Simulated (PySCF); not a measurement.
NbO3, SMILES [O]=[Nb](=[O])=[O] (connectivity only; charge and spin as stated), neutral, multiplicity 2.

Geometry: PBE0-D3(BJ)/def2-TZVP. The spin state was assumed, not searched. The def2 effective core potentials stand for the cores of Nb; spin–orbit coupling is left out.

Computed with PBE0/def2-TZVPD (PySCF).

Computed frontier levels, dipole moment and polarisability:
```json
{
 "α spin, highest occupied and lowest empty level": "-8.65 and -3.71 eV",
 "β spin, highest occupied and lowest empty level": "-8.58 and -5.20 eV",
 "dipole_moment": "1.082 e·Å",
 "quadrupole, principal values (traceless, Buckingham form, about the centre of nuclear charge)": "-6.16, -5.66, 11.81 D·Å",
 "mean_static_polarisability": "45.3 bohr³ (6.71 Å³)",
 "polarisability_principal_values": "29.9, 51.4, 54.6 bohr³",
 "⟨S²⟩": "0.760 (pure state 0.75)"
}
```
